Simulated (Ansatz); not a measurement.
Species: C$_{3}$H$_{12}$AlN (charge 0, singlet). SMILES: C[N+](C)(C)[AlH3-]
Geometry: optimised at B3LYP-D3(BJ)/def2-TZVP (Ansatz, a first-principles code).

Wanted: vertical ionisation energy (to the doublet state of charge +1; each state is the SCF solution reached for its spin; the molecule has degenerate orbitals, so one determinant may break the symmetry; for the doublet the Hartree-Fock reference is unstable and T1 is 0.015), in eV. Cores are frozen in the correlated levels unless marked. UHF or UKS for open shells. Spin-orbit coupling is left out. Non-relativistic. 

| level | program | vertical ionisation energy (eV) |
|---|---|---|
| RI-HF/aug-cc-pV(T+d)Z | Ansatz | 9.13 |
| PBE/def2-TZVPD | Ansatz | 9.22 |
| r2SCAN/def2-TZVPD | Ansatz | 9.39 |
| B3LYP/def2-TZVPD | Ansatz | 9.58 |
| BHLYP/def2-TZVPD | Ansatz | 9.72 |
| CAM-B3LYP/def2-TZVPD | Ansatz | 9.77 |
| wB97X-V/def2-TZVPD | Ansatz | 9.88 |
| RI-MP2/aug-cc-pV(T+d)Z | Ansatz | 9.91 |
| CCSD/aug-cc-pV(T+d)Z | Ansatz | 9.92 |
